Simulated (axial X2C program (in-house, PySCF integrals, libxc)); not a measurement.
The numbers below are computed, except where a source is named.
CoTe⁺: input and output

Program: an in-house all-electron X2C program for linear molecules (integrals from PySCF).

Input file and command:
```json
{
 "zs": [
  52,
  27
 ],
 "q": 1,
 "bas": [
  "dyall-cv3z",
  "dyall-cv3z"
 ],
 "levels": [
  "PBE0",
  "HF",
  "TPSSh"
 ],
 "cc": true,
 "r0": 2.31,
 "thr": -1.0,
 "nmax": 90,
 "npts": 10,
 "nst": 2,
 "ntry": 6
}
```
```bash
python so2c.py task.json out
```

Keys: zs atomic numbers; q charge; bas basis sets; levels methods; cc coupled cluster on or off; r0 starting distance in Å; thr threshold in hartree for freezing inner shells (an s shell follows its p shell); nmax most natural virtual spinors; npts points on the curve; nst determinants followed; ntry starts of the search. HF also brings MP2.

Output of the TPSSh step, 2c, at R = 2.393 Å for the state Ω = 4. It starts from PBE0 orbitals of this distance.

```
two-component X2C + atomic mean field  TPSSh
basis functions 232  fitting functions 1228  grid points 5800
iter        total energy     max residual
   1      -8183.377857277     2.09e-01
   2      -8183.379041146     1.35e-01
   3      -8183.380197988     2.28e-02
   4      -8183.380367468     2.22e-02
   5      -8183.380423456     7.86e-03
   6      -8183.380431198     1.54e-03
   7      -8183.380433528     7.24e-04
   8      -8183.380433793     2.19e-04
   9      -8183.380433864     1.26e-04
  10      -8183.380433880     6.67e-05
  11      -8183.380433881     1.28e-05
converged
one-electron -11843.94248863  Coulomb 3591.61972831  exact exchange -23.29888293  xc functional -213.79279049  nuclear repulsion 310.47421819  atomic mean-field constant -4.44021833
```
Energies are in hartree; totals compare only within one Hamiltonian and basis.
